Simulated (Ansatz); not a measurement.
VSF3, 5 atoms. Hardware: 4 threads of Arm Neoverse V1 on a shared host.

The 6-31G sets use Cartesian d functions. Correlated methods freeze 13 core orbitals; core or outer-core shells of V are correlated, in sets that lack core-valence functions.

(1) How many basis functions does each of these Ansatz runs have, and roughly what does it cost? CAM-B3LYP-D4/def2-TZVP, charge 0 singlet, energy, from earlier orbitals; RPA@PBE/def2-TZVP, charge 0 singlet, energy, from earlier orbitals; PBE0-D4/def2-TZVP, charge 0 singlet, energy, from earlier orbitals; PBE0-D4/def2-SVP, charge 0 singlet, energy, from earlier orbitals; LC-ωPBE/def2-TZVP, charge 0 singlet, energy, from earlier orbitals; PBE-D4/def2-TZVPD, charge 0 singlet, energy, from earlier orbitals; PBE0-D4/def2-TZVPD, charge 0 singlet, energy, from earlier orbitals; HF/6-31G, charge 0 singlet, energy; r2SCAN-D4/def2-TZVPD, charge 0 singlet, energy, from earlier orbitals; PBE-D4/def2-SVP, charge 0 singlet, energy, from earlier orbitals; PBE-D4/def2-TZVP, charge 1 doublet at the geometry of the charge 0 singlet, energy, from earlier orbitals; B3LYP-D4/def2-TZVP, charge 0 singlet, energy, from earlier orbitals.

## Answers

(1) Other jobs shared the machine, so times can vary by a factor of up to 3. A dash marks memory too small to be measured apart from the calling script's.

| run | functions | fitting or Cholesky vectors | wall time | peak host memory (GiB) |
| --- | --- | --- | --- | --- |
| HF/6-31G, charge 0 singlet, energy | 69 | 767 | 0.55 s | – |
| PBE-D4/def2-SVP, charge 0 singlet, energy, from earlier orbitals | 91 | 1031 | 0.9 s | – |
| PBE0-D4/def2-SVP, charge 0 singlet, energy, from earlier orbitals | 91 | 892 | 1.3 s | – |
| LC-ωPBE/def2-TZVP, charge 0 singlet, energy, from earlier orbitals | 175 | 1163 | 2.4 s | – |
| PBE-D4/def2-TZVPD, charge 0 singlet, energy, from earlier orbitals | 214 | 1337 | 2.5 s | – |
| B3LYP-D4/def2-TZVP, charge 0 singlet, energy, from earlier orbitals | 175 | 1216 | 2.6 s | – |
| PBE0-D4/def2-TZVP, charge 0 singlet, energy, from earlier orbitals | 175 | 1246 | 3 s | – |
| CAM-B3LYP-D4/def2-TZVP, charge 0 singlet, energy, from earlier orbitals | 175 | 1201 | 3.1 s | – |
| RPA@PBE/def2-TZVP, charge 0 singlet, energy, from earlier orbitals | 175 | 1226 | 3.9 s | – |
| PBE0-D4/def2-TZVPD, charge 0 singlet, energy, from earlier orbitals | 214 | 1413 | 4.2 s | 0.62 |
| r2SCAN-D4/def2-TZVPD, charge 0 singlet, energy, from earlier orbitals | 214 | 1337 | 6.5 s | – |
| PBE-D4/def2-TZVP, charge 1 doublet at the geometry of the charge 0 singlet, energy, from earlier orbitals | 175 | 1163 | 8 s | – |
